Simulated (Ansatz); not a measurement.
`[AlH2][InH][Cl]` + `F/C=C\S` → `F/C=C/[S][AlH2]` + `[Cl][InH2]`  (cleavage of the Al–In bond)

Isolated molecules relaxed with PBE0-D4/def2-TZVP in Ansatz; ΔE leaves out vibrations. CBS: MP2 limit from def2 TZ/QZ plus the TZ coupled-cluster correction, frozen cores. Double bonds are as drawn, so ΔE can hold a change between cis and trans. Functionals use def2-TZVPP. B3LYP here is the variant with VWN-RPA as its local correlation; programs differ in this. def2 core potentials past Kr. For In outer-core shells are correlated without core-valence functions, which leaves a few kJ/mol of doubt a bond. One conformer a species, not always the lowest.

```
             level  ΔE (kJ/mol)  difference from CCSD(T)/CBS
            PBE-D4        -49.7                          2.3
         r2SCAN-D4        -59.3                         -7.3
           ωB97M-V        -60.9                         -8.9
            B2PLYP        -47.0                          5.0
             B3LYP        -37.4                         14.6
    MP2/def2-TZVPP        -61.9                         -9.9
SCS-MP2/def2-TZVPP        -54.8                         -2.8
    MP2/def2-QZVPP        -60.7                         -8.7
SCS-MP2/def2-QZVPP        -54.1                         -2.1
     MP2/CBS(def2)        -59.8                         -7.8
       CCSD(T)/CBS        -52.0                            0
```

Largest T1 diagnostic among the species: 0.014.

The D4 term adds −5.8 kJ/mol with B3LYP and −2.9 kJ/mol with PBE0; it sums over pairs of atoms, weighted by their polarisabilities, and B3LYP, whose exchange is more repulsive, gets the larger term. From PBE to PBE0 (25 % exact exchange), in def2-TZVPP and without D4, ΔE moves by −4.9 kJ/mol. In def2-TZVPP, CCSD(T) changes the Hartree–Fock value by −12.5 kJ/mol (the triples alone add −4.8 kJ/mol) and MP2 by −20.3 kJ/mol.
